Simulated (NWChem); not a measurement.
System: CH5InO2; SMILES C[O][InH][OH]

```xyz
9

In    -0.3781     0.4843     0.0000
H     -1.7664     1.4962     0.0000
O      1.6011     0.9200     0.0000
H      1.7317     1.8876     0.0000
O     -0.5347    -1.5250     0.0000
C      0.6106    -2.3528     0.0000
H      0.6087    -3.0168     0.8970
H      0.6087    -3.0168    -0.8970
H      1.5770    -1.7976     0.0000
```
Atoms are numbered in this order, from 1.

Level: PBE-D3(BJ)/def2-SVP with def2 effective core potentials on In (NWChem), optimised geometry, unscaled harmonic frequencies. def2 effective core potentials on In; no spin-orbit coupling.

| frequency (cm⁻¹) | IR intensity (km/mol) |
|---|---|
| 59 | 0.4 |
| 100 | 5.4 |
| 116 | 21.8 |
| 229 | 9.5 |
| 278 | 69.1 |
| 361 | 30.2 |
| 405 | 104.5 |
| 519 | 32.7 |
| 569 | 36.0 |
| 788 | 75.5 |
| 1079 | 183.2 |
| 1129 | 0.4 |
| 1153 | 0.8 |
| 1418 | 0.3 |
| 1419 | 41.2 |
| 1421 | 4.1 |
| 1774 | 110.2 |
| 2898 | 138.0 |
| 2965 | 50.4 |
| 2983 | 26.6 |
| 3714 | 37.0 |

```
Property                                                                           Result
-----------------------------------------------------------------------  ----------------
zero-point energy                                                           36.3 kcal/mol
thermal correction to the enthalpy at 298.15 K (with zero-point energy)     41.4 kcal/mol
heat capacity Cv                                                         22.4 cal/(mol K)
entropy at 298.15 K and 1 atm (symmetry number 1)                        85.8 cal/(mol K)
```

Rigid rotor and harmonic oscillator; modes under 100 cm⁻¹ make the entropy uncertain.
